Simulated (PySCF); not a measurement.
PySCF input:

```python
from pyscf import gto, scf, dft

mol = gto.M(
    atom='''
    F     0.89191278    0.56167358   -0.93837872
    B    -0.00000000    0.00000000   -0.00000000
    F    -0.86472206   -0.90277354   -0.65482512
    F     0.73197981   -0.68581884    0.99267231
    F    -0.75917054    1.02691880    0.60053153
    ''',
    basis='def2-tzvpd',
    charge=-1,
    spin=0,
    verbose=4,
)

mf = dft.RKS(mol, xc='m062x').density_fit(auxbasis='def2-universal-jkfit')
mf.grids.level = 4
mf.conv_tol = 1e-9
mf.max_cycle = 100
mf.max_memory = 1500
mf.kernel()
if not mf.converged:
    mf = mf.newton()
    mf.kernel(mf.make_rdm1())
mf.analyze()
```

**Question.** Which total energy does the run end on?

**Answer.** -424.60027 Eh (M06-2X/def2-TZVPD).

It need not be the lowest isomer of its formula.
